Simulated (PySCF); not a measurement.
## Interval between two levels of Sb by level of theory

Sb [Kr] 4d10 5s2 5p3 [4S3/2, M_J = 3/2] → Sb [Kr] 4d10 5s1 5p3 6s1 [6S5/2, M_J = 5/2], as a difference of total energies. Calculation: PySCF 2.14, in x2c-TZVPall-2c with one added diffuse shell each of s, p, d, f type (9s10p6d3f, 90 functions); the two-component X2C-1e Hamiltonian. Correlated levels: [Ar] 3d10 frozen; the 6 highest virtual spinors dropped. "Screened" scales the spin-orbit matrix elements by Boettger's factors to mimic the two-electron term; Breit and QED terms are absent.

| method | interval between two levels (cm⁻¹) |
| --- | --- |
| GHF (spin-free) | 80570 |
| GMP2 (spin-free) | 94834 |
| GHF (screened spin-orbit) | 80663 |
| GMP2 (screened spin-orbit) | 94901 |

The labels give the starting determinants; with spin-orbit coupling the two ends relaxed to ⟨J²⟩ = 3.75, ⟨L²⟩ = 0.07, ⟨S²⟩ = 3.71 and ⟨J²⟩ = 8.75, ⟨L²⟩ = 0.04, ⟨S²⟩ = 8.73.

The promoted electron is Rydberg-like, and one or two diffuse shells describe it only roughly, which tends to raise the upper state.
